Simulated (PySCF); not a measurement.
# Spin-rotation constants: SMILES Br[C@@H]1C=CCC1, C5H7Br

Molfile (atoms numbered from 1):
```
C5H7Br
     RDKit          3D

 13 13  0  0  0  0  0  0  0  0999 V2000
    0.7342   -1.4886    2.1144 Br  0  0  0  0  0  0  0  0  0  0  0  0
    0.7956   -0.8646    0.2108 C   0  0  2  0  0  0  0  0  0  0  0  0
    1.2128    0.5625    0.1901 C   0  0  0  0  0  0  0  0  0  0  0  0
    0.1816    1.3597   -0.0474 C   0  0  0  0  0  0  0  0  0  0  0  0
   -1.0886    0.5920   -0.2475 C   0  0  0  0  0  0  0  0  0  0  0  0
   -0.6015   -0.8562   -0.4062 C   0  0  0  0  0  0  0  0  0  0  0  0
    1.4914   -1.5571   -0.2599 H   0  0  0  0  0  0  0  0  0  0  0  0
    2.2237    0.8575    0.4082 H   0  0  0  0  0  0  0  0  0  0  0  0
    0.2066    2.4343   -0.0842 H   0  0  0  0  0  0  0  0  0  0  0  0
   -1.6506    0.9384   -1.1149 H   0  0  0  0  0  0  0  0  0  0  0  0
   -1.7297    0.7055    0.6312 H   0  0  0  0  0  0  0  0  0  0  0  0
   -1.2701   -1.5809    0.0543 H   0  0  0  0  0  0  0  0  0  0  0  0
   -0.5100   -1.1020   -1.4666 H   0  0  0  0  0  0  0  0  0  0  0  0
  1  2  1  0
  2  3  1  0
  3  4  2  0
  4  5  1  0
  5  6  1  0
  6  2  1  0
  2  7  1  6
  3  8  1  0
  4  9  1  0
  5 10  1  0
  5 11  1  0
  6 12  1  0
  6 13  1  0
M  END
```

The calculation used PySCF 2.14.0, GIAO PBE/ANO-RCC-VDZP magnetisability, rotational g tensor and spin-rotation constants, non-relativistic, gas phase. Geometry: GFN2-xTB.

The calculation is non-relativistic, which matters for the atoms heavier than Zn.

(1) Give the nuclear spin-rotation constants along the inertial axes (H = +C I·J) beside the isotropic shieldings.

## Answers

(1) Rotational constants 5.3806, 1.4339, 1.3163 GHz. A star marks the isotopologue with that one atom substituted, in its own axes.
| atom | isotope | Caa (kHz) | Cbb (kHz) | Ccc (kHz) | mean (kHz) | σ (ppm) |
| --- | --- | --- | --- | --- | --- | --- |
| Br1 | 79Br | 3.632 | 3.475 | 2.999 | 3.369 | 2053.0 |
| H7 | 1H | -0.475 | -0.131 | 0.071 | -0.178 | 26.2 |
| H8 | 1H | -0.541 | 0.132 | -0.131 | -0.180 | 25.3 |
| H9 | 1H | -0.098 | -0.030 | -0.090 | -0.073 | 25.3 |
| H10 | 1H | 0.099 | -0.121 | -0.144 | -0.055 | 29.2 |
| H11 | 1H | -0.490 | -0.137 | 0.029 | -0.199 | 28.6 |
| H12 | 1H | -0.387 | -0.005 | -0.131 | -0.174 | 29.2 |
| H13 | 1H | -0.417 | -0.125 | -0.019 | -0.187 | 29.4 |
| C2 | 13C* | 1.173 | 0.302 | 0.324 | 0.600 | 113.8 |
| C3 | 13C* | 1.341 | 0.664 | 0.322 | 0.776 | 52.0 |
| C4 | 13C* | 1.609 | 0.637 | 0.291 | 0.846 | 49.5 |
| C5 | 13C* | 0.981 | 0.204 | 0.233 | 0.473 | 151.6 |
| C6 | 13C* | 0.860 | 0.236 | 0.266 | 0.454 | 146.4 |

For the geometry as given, no vibrational averaging.
